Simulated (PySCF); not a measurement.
C4H5NSi, SMILES C([SiH](C#C)N)#C.

Geometry optimised at PBE0-D3(BJ)/def2-SVP. This is a generated structure with no PubChem entry under its InChIKey; it may be hypothetical. The values are those of a single conformer.

Method: PBE0-D3(BJ)/def2-SVP run with PySCF.

Frequencies are harmonic and unscaled.

Computed harmonic wavenumbers and intensities:
| mode | ν (cm⁻¹) | IR (km/mol) | Raman (Å⁴/amu) | depolarisation | moving atoms (share of kinetic energy) |
|---|---|---|---|---|---|
| 1 | 92 | 0.2 | 13.9 | 0.75 | C 65 %, H 20 %, Si 10 % |
| 2 | 134 | 10.2 | 4.6 | 0.73 | H 45 %, C 27 %, N 17 %, Si 11 % |
| 3 | 149 | 3.0 | 8.1 | 0.75 | C 39 %, H 26 %, N 25 %, Si 11 % |
| 4 | 193 | 13.0 | 3.5 | 0.75 | H 63 %, C 28 %, N 9 % |
| 5 | 244 | 3.6 | 8.8 | 0.75 | C 78 %, H 22 % |
| 6 | 335 | 29.8 | 2.1 | 0.72 | C 64 %, H 30 % |
| 7 | 398 | 67.1 | 3.6 | 0.75 | C 59 %, H 24 %, Si 9 %, N 8 % |
| 8 | 407 | 34.2 | 5.9 | 0.74 | C 72 %, H 17 %, Si 10 % |
| 9 | 431 | 179.1 | 3.8 | 0.10 | H 47 %, N 34 %, C 15 % |
| 10 | 592 | 47.5 | 6.4 | 0.08 | C 55 %, Si 31 % |
| 11 | 662 | 105.5 | 2.4 | 0.58 | Si 43 %, C 43 %, H 14 % |
| 12 | 736 | 52.5 | 4.0 | 0.74 | H 86 % |
| 13 | 740 | 33.1 | 1.9 | 0.74 | H 75 %, C 24 % |
| 14 | 743 | 32.7 | 2.4 | 0.72 | H 75 %, C 25 % |
| 15 | 745 | 32.5 | 2.5 | 0.75 | H 75 %, C 25 % |
| 16 | 753 | 26.3 | 1.8 | 0.75 | H 75 %, C 25 % |
| 17 | 839 | 220.9 | 5.7 | 0.69 | H 82 %, Si 12 % |
| 18 | 881 | 80.7 | 8.0 | 0.29 | N 45 %, Si 32 %, H 23 % |
| 19 | 916 | 187.0 | 7.4 | 0.48 | H 70 %, Si 17 %, N 13 % |
| 20 | 1542 | 50.3 | 5.2 | 0.75 | H 90 %, N 10 % |
| 21 | 2162 | 43.2 | 169.2 | 0.24 | C 90 %, H 10 % |
| 22 | 2172 | 48.4 | 146.4 | 0.24 | C 90 %, H 10 % |
| 23 | 2265 | 98.8 | 160.5 | 0.18 | H 97 % |
| 24 | 3474 | 51.6 | 43.3 | 0.28 | H 86 %, C 14 % |
| 25 | 3475 | 48.7 | 46.3 | 0.24 | H 86 %, C 14 % |
| 26 | 3607 | 38.9 | 138.2 | 0.11 | H 96 % |
| 27 | 3708 | 40.1 | 82.7 | 0.73 | H 91 %, N 9 % |
